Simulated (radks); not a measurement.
The platinum ion Pt36+, configuration [Kr] 4d6.

Method: scalar-relativistic Kohn-Sham, PBE, spin-polarised, spherical densities, point nucleus; open shells are filled with parallel spins first (spin-orbit coupling, left out, can overturn this in heavy ions); computed with a radial shooting solver on a logarithmic mesh with Libxc functionals.

Energy parts (hartree):
total: -17668.8168
kinetic: 19799.2103
electron-nucleus: -41463.1198
Hartree: 4288.7778
exchange-correlation: -293.6852

Orbitals (lengths in bohr, moments of r in powers of bohr; r(90%) holds 90 % of the orbital's charge):
1s up: occ. 1; eigenvalue (hartree) -2937.814; <r^4> 4.514e-07; <r^2> 0.0004059; r(90%) 0.0313
1s down: occ. 1; eigenvalue (hartree) -2937.811; <r^4> 4.514e-07; <r^2> 0.0004059; r(90%) 0.0313
2s up: occ. 1; eigenvalue (hartree) -561.9168; <r^4> 0.00006649; <r^2> 0.006199; r(90%) 0.112
2s down: occ. 1; eigenvalue (hartree) -561.7502; <r^4> 0.00006648; <r^2> 0.006198; r(90%) 0.112
2p up: occ. 3; eigenvalue (hartree) -494.2914; <r^4> 0.00005363; <r^2> 0.005202; r(90%) 0.106
2p down: occ. 3; eigenvalue (hartree) -494.1549; <r^4> 0.00005361; <r^2> 0.005201; r(90%) 0.106
3s up: occ. 1; eigenvalue (hartree) -173.5673; <r^4> 0.002330; <r^2> 0.03945; r(90%) 0.272
3s down: occ. 1; eigenvalue (hartree) -173.4870; <r^4> 0.002324; <r^2> 0.03941; r(90%) 0.272
3p up: occ. 3; eigenvalue (hartree) -153.8389; <r^4> 0.002520; <r^2> 0.04028; r(90%) 0.278
3p down: occ. 3; eigenvalue (hartree) -153.7491; <r^4> 0.002512; <r^2> 0.04023; r(90%) 0.278
3d up: occ. 5; eigenvalue (hartree) -132.8003; <r^4> 0.001902; <r^2> 0.03316; r(90%) 0.261
3d down: occ. 5; eigenvalue (hartree) -132.6628; <r^4> 0.001897; <r^2> 0.03313; r(90%) 0.260
4s up: occ. 1; eigenvalue (hartree) -74.63149; <r^4> 0.03806; <r^2> 0.1653; r(90%) 0.543
4s down: occ. 1; eigenvalue (hartree) -74.23160; <r^4> 0.03819; <r^2> 0.1655; r(90%) 0.544
4p up: occ. 3; eigenvalue (hartree) -67.49713; <r^4> 0.04517; <r^2> 0.1788; r(90%) 0.568
4p down: occ. 3; eigenvalue (hartree) -67.10423; <r^4> 0.04540; <r^2> 0.1792; r(90%) 0.569
4d up: occ. 5; eigenvalue (hartree) -59.29895; <r^4> 0.04848; <r^2> 0.1819; r(90%) 0.581
4d down: occ. 1; eigenvalue (hartree) -58.90679; <r^4> 0.04883; <r^2> 0.1824; r(90%) 0.582
5s up: occ. 0; eigenvalue (hartree) -40.96064; <r^4> 0.3458; <r^2> 0.5086; r(90%) 0.936
5s down: occ. 0; eigenvalue (hartree) -40.78793; <r^4> 0.3490; <r^2> 0.5109; r(90%) 0.938
5p up: occ. 0; eigenvalue (hartree) -37.84600; <r^4> 0.4153; <r^2> 0.5557; r(90%) 0.981
5p down: occ. 0; eigenvalue (hartree) -37.68458; <r^4> 0.4192; <r^2> 0.5583; r(90%) 0.983

The highest occupied level is 4d down at -1602.9 eV. For comparison, the ionisation energy in NIST's Atomic Spectra Database is 1624 eV (theoretical). In exact Kohn-Sham theory the highest level is minus the ionisation energy, but local and semilocal functionals leave it too shallow, through self-interaction and a potential that decays too fast; potentials with the right tail come closer. The density falls to 0.001 e/bohr^3 at r = 1.08 bohr.
